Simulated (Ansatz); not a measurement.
## GaF (SMILES [F][Ga]): methods side by side

GaF has 2 atoms, charge 0, and is taken as a singlet. As SMILES, `[F][Ga]`. The coordinates come from a PBE0-D4/def2-TZVP relaxation.

```
atom   x (Å)   y (Å)   z (Å)
   F  0.0000  0.0000  0.0063
  Ga  0.0000  0.0000  1.7929
```

Quantity: the energy change with the F1–Ga2 bond stretched from 1.787 to 2.680 Å, in eV. The values are calculated.

```
                        level                    kind  program  value (eV)  CPU time (all runs)
       HF/STO-3G (restricted)            Hartree–Fock   Ansatz        5.26               0.72 s
    SVWN5/STO-3G (restricted)                     LDA   Ansatz        4.49                8.1 s
     BLYP/STO-3G (restricted)                     GGA   Ansatz        4.14                 14 s
   r2SCAN/STO-3G (restricted)                meta-GGA   Ansatz        4.44                 40 s
    BHLYP/STO-3G (restricted)           global hybrid   Ansatz        4.92                 12 s
CAM-B3LYP/STO-3G (restricted)  range-separated hybrid   Ansatz        4.92                 21 s
   B2PLYP/STO-3G (restricted)           double hybrid   Ansatz        4.55                 18 s
      MP2/STO-3G (restricted)     perturbation theory   Ansatz        4.47                1.9 s
```

All-electron rows without a relativistic Hamiltonian named are non-relativistic. The first shape isn't each level's own minimum. The values span 4.14 to 5.26 eV. All rows use very small basis sets, so none should be taken for the real molecule's value. In the correlated wave-function rows the outer d shell of Ga is correlated, in sets not made for it. In so small a basis fixed costs decide the times, and correlated methods can beat functionals. CPU times are rough (shared hosts, several kinds of processor and program).
